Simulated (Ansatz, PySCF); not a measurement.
Gas-phase reaction (SMILES): N[SiH2][SiH](N)N + 4 [H][H] (H2) → 3 N (NH3) + 2 [SiH4] (SiH4); energy of full hydrogenation.

Geometries: B3LYP-D3(BJ)/def2-TZVP minima from Ansatz (a quantum-chemistry and plane-wave program), one conformer each, not searched for the lowest. Cores are frozen in the correlated levels unless marked. No spin-orbit coupling. No relativistic terms. CBS marks a two-point X^-3 extrapolation of the correlation energy; Hartree-Fock from the larger set. Thermal terms are rigid-rotor harmonic-oscillator values from B3LYP-D3(BJ) frequencies (Ansatz or PySCF) at 298.15 K and 1 atm. 1 Eh = 627.5095 kcal/mol.

```csv
species,"E, CCSD(T)/CBS(cc-pV(T+d)Z,cc-pV(Q+d)Z) (Ansatz) (Eh)","E, PBE/def2-TZVPD (Ansatz) (Eh)",H - E (Eh)
N[SiH2][SiH](N)N,-747.75236,-748.32365,0.11504
[H][H] (H2),-1.17450,-1.16589,0.01336
N (NH3),-56.50369,-56.51037,0.03799
[SiH4] (SiH4),-291.45815,-291.72111,0.03520
```

Work out ΔE and ΔH at 298.15 K at the first level, then ΔH at the second.


1. ΔE = [3×(-56.50369) + 2×(-291.45815)] - [(-747.75236) + 4×(-1.17450)] = 0.02299 Eh = 14.4 kcal/mol at CCSD(T)/CBS(cc-pV(T+d)Z,cc-pV(Q+d)Z).
2. The terms H - E add up to 0.01589 Eh, so ΔH = (0.02299 + (0.01589))×627.5095 = 24.4 kcal/mol.
3. At PBE/def2-TZVPD the same steps give ΔE = 8.7 and ΔH = 18.7 kcal/mol, a shift of -5.7 from the first level.
4. These values are not checked against measurement here, since the tables used lack a sound gas-phase enthalpy of formation for at least one species.
